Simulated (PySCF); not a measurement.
CH₅BClN, SMILES CB(N)Cl.

Geometry: B3LYP-D3(BJ)/def2-SVP. Other conformers were not sampled.

Computed with PySCF with M06-2X/def2-TZVP.

The molecule is in vacuum.

```
Quantity                                                                                                       Result
---------------------------------------------------------------------------------------------  ----------------------
total energy                                                                                       -581.01361 hartree
point group                                                                                                        Cs
highest occupied level                                                                                       -9.61 eV
lowest empty level                                                                                            1.21 eV
orbital gap                                                                                                  10.82 eV
dipole moment                                                                                                  2.64 D
quadrupole, principal values (traceless, Buckingham form, about the centre of nuclear charge)  -3.55, -1.38, 4.93 D·Å
mean static polarisability                                                                       45.9 bohr³ (6.81 Å³)
polarisability, principal values                                                               36.0, 48.2, 53.6 bohr³
```
